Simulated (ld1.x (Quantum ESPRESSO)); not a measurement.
**S, RRKJ: configuration errors across variants**

```json
{
 "Element": "S",
 "Generator": "ld1.x (Quantum ESPRESSO) 7.5",
 "Type": "norm-conserving RRKJ (Kleinman–Bylander form)",
 "Functional": "PBE",
 "Relativity": "scalar-relativistic",
 "Frozen core": "[Ne]",
 "Valence charge": "6",
 "Reference configuration": "3s2 3p3.75 (charge +0.25)",
 "Partial waves": "3p (bound): rc 1.65 bohr; 3d channel at 0.3 Ry: rc 1.75 bohr; 3s (bound): rc 1.35 bohr",
 "Local potential": "the s channel",
 "Core correction": "none"
}
```

All-electron excitation energies from the reference (eV): (1) 3s2 3p4 -2.036; (2) 3s2 3p3 9.733; (3) 3s2 3p2 32.016; (4) 3s2 3p0 112.855; (5) 3s1 3p4 20.611; (6) 3s0 3p6 18.704; (7) 3s2 3p1 66.058.

3 further variants failed, have other tests or another functional or relativity, and are left out.

Errors AE − PS in meV (a dash: test not solved or not reliable):

```csv
change,(1),(2),(3),(4),(5),(6),(7),bound ghosts
base,+0.2,+1.2,+17,+225,-0.1,-10,+74,none
wave 3s (bound): rc 1.35 bohr becomes 3s (bound): rc 1.34 bohr,+0.2,+1.2,+17,+225,-0.1,-10,+74,none
"all radii scaled by about 1.23 (s 1.66, p 2.02, d 2.16 bohr)",+0.3,+2.2,+24,+270,+1.1,-4.8,+95,none
wave 3d channel at 0.3 Ry: rc 1.75 bohr becomes 3d channel at -0.06 Ry: rc 1.75 bohr,+0.2,+1.2,+17,+225,-0.1,-10,+74,none
```

Give the same row for: wave 3p (bound): rc 1.65 bohr becomes 3p (bound): rc 1.56 bohr.

+0.2, +1.2, +16, +217, +0.4, -9.1, +71; bound ghosts: none.
